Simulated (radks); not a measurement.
Task: Numerical settings for the hafnium ion Hf+, [Xe] 4f14 5d1 6s2. Calculated with a radial shooting solver on a logarithmic mesh with Libxc functionals: scalar-relativistic Kohn-Sham, PBE, spin-polarised, spherical densities, finite nucleus; open shells are filled with parallel spins first (spin-orbit coupling, left out, can overturn this in heavy ions); Fermi nuclear charge, rms radius 5.347 fm. The defaults (mesh step 0.008 in ln r, mesh end at 40 bohr or more with all orbitals vanishing there, Anderson mixing 0.5 over 9 steps, residual threshold near 1e-9 with the energy settled to 1e-9 hartree or 1e-11 of itself, here a cap of 51 iterations) give E = -15075.9281 hartree and 5d at -10.976 eV in 17 iterations. Run on one thread of a shared host, so times are rough (Arm Neoverse V2): 0.3 s of CPU time, 0.3 s wall, 17 iterations on 2360 mesh points. One setting is changed at a time: mesh step in ln r 0.12; mesh step in ln r 0.012; mesh step in ln r 0.003; mesh end (bohr) 5; mesh end (bohr) 3; residual threshold 1e-05; residual threshold 0.1; mixing 1.5; linear mixing, mixing 0.5; linear mixing, mixing 0.2; mixing history 20; iteration cap 5. Which runs fail to converge, and which converge to a wrong energy?

Result: Not converged within the cap: mesh step in ln r 0.12; linear mixing, mixing 0.2; iteration cap 5. Settled on a wrong energy, with an occupied level pushed above zero by the early mesh end: mesh end (bohr) 3 (+2.19 hartree). Apart from these: settings that end as converged yet miss the energy by more than 1 mhartree: mesh end (bohr) 5 (+0.122 hartree).
